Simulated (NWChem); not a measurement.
System: BiH3Te; SMILES [TeH][BiH2]

```xyz
5

Bi     0.0003     1.0575    -0.0017
H     -1.3099     1.1439     1.2279
H     -1.2403     1.1536    -1.3015
Te    -0.0002    -1.8087    -0.0021
H      1.6650    -1.8058     0.0001
```
Atoms are numbered in this order, from 1.

Level: PBE0/def2-SVP with def2 effective core potentials on Te, Bi (NWChem), optimised geometry, unscaled harmonic frequencies. def2 effective core potentials on Te, Bi; no spin-orbit coupling.

Q: List the harmonic frequencies with IR intensities, and the thermochemistry.

A: 
```csv
frequency (cm⁻¹),IR intensity (km/mol)
54,0.2
162,3.1
460,28.4
522,0.4
616,7.1
792,24.7
1819,206.3
1825,201.4
2152,49.1
```

```
Quantity                                                                            Value
-----------------------------------------------------------------------  ----------------
zero-point energy                                                           12.0 kcal/mol
thermal correction to the enthalpy at 298.15 K (with zero-point energy)     15.7 kcal/mol
heat capacity Cv                                                         14.1 cal/(mol K)
entropy at 298.15 K and 1 atm (symmetry number 1)                        79.3 cal/(mol K)
```

Rigid rotor and harmonic oscillator; modes under 100 cm⁻¹ make the entropy uncertain.
